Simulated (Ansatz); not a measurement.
Consider the formal exchange of groups at the Si–C bond: `FC#C[SiH3]` + `CC[S][SnH3]` → `[SiH3][S][SnH3]` + `CCC#CF`.

Calculated with Ansatz (gas phase, PBE0-D4/def2-TZVP geometries, no zero-point term in ΔE). CCSD(T)/CBS adds triple-zeta CCSD(T) − MP2 to the extrapolated MP2 energy (def2 sets, frozen cores). Functionals use def2-TZVPP. B3LYP here is the variant with VWN-RPA as its local correlation; programs differ in this. def2 core potentials past Kr. For Sn outer-core shells are correlated without core-valence functions, which leaves a few kJ/mol of doubt a bond. Each species was taken in one conformer, which may not be the lowest.

`FC#C[SiH3]`:

Cartesian coordinates in Å:
```
F -2.005 1.832 1.682
C -1.210 1.106 1.015
C -0.453 0.417 0.382
Si 0.685 -0.626 -0.575
H 1.795 0.207 -1.099
H 1.235 -1.689 0.301
H -0.046 -1.246 -1.707
```

`CC[S][SnH3]`:

Z-matrix (Å, degrees):
```
C
C 1 1.514
H 1 1.093 2 111.6
H 1 1.091 2 110.9 3 -120.1
H 1 1.094 2 110.4 3 119.6
S 2 1.824 1 114.5 3 64.8
H 2 1.092 1 111.4 3 -59.5
H 2 1.093 1 110.5 3 -178.2
Sn 6 2.396 2 100.7 1 -69.9
H 9 1.702 6 106.4 2 -161.2
H 9 1.709 6 111.7 2 78.5
H 9 1.709 6 107.2 2 -41.2
```

`[SiH3][S][SnH3]`:

Z-matrix (Å, degrees):
```
Si
S 1 2.129
H 1 1.483 2 106.8
H 1 1.487 2 111.4 3 119.7
H 1 1.487 2 111.4 3 -119.7
Sn 2 2.408 1 98.6 3 -179.8
H 6 1.701 2 105.1 1 180.0
H 6 1.705 2 108.7 1 60.1
H 6 1.705 2 108.7 1 -60.1
```

`CCC#CF`:

```xyz
10

C     0.110    1.330   -0.114
C     0.351    0.022    0.631
C    -0.186   -1.138   -0.069
C    -0.637   -2.071   -0.664
F    -1.114   -3.075   -1.292
H     0.578    1.307   -1.100
H    -0.957    1.507   -0.253
H     0.528    2.170    0.445
H     1.425   -0.125    0.788
H    -0.098    0.074    1.628
```

```csv
level,ΔE (eV)
PBE-D4,-0.53
ωB97X-V,-0.54
ωB97M-V,-0.53
B3LYP,-0.52
```

What does CCSD(T)/CBS give? (Best estimate.)

The calculation gave: -0.51 eV. The listed levels differ from it by -0.02, -0.03, -0.02, -0.01 eV.

Largest T1 diagnostic among the species: 0.013.

In def2-TZVPP, CCSD(T) changes the Hartree–Fock value by +0.10 eV (the triples alone add +0.03 eV) and MP2 by +0.09 eV. From PBE to PBE0 (25 % exact exchange), in def2-TZVPP and without D4, ΔE moves by −0.05 eV.
